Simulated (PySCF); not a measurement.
BeCl, charge +1. Atoms are numbered in the order given.

```xyz
2

Be     0.0000     0.0000    -1.4019
Cl     0.0000     0.0000     0.3299
```
Charge +1, spin multiplicity 1.

Coordinates come from a PBE-D3(BJ)/def2-TZVPD optimisation. The multiplicity is an assumed one; other spin states were not compared.

Method: PBE-D3(BJ)/def2-TZVPD in PySCF.

Frequencies are harmonic and unscaled.

Computed normal modes with their intensities:
```tsv
mode	ν (cm⁻¹)	IR (km/mol)	moving atoms (share of kinetic energy)
1	984	179.1	Be 80 %, Cl 20 %
```
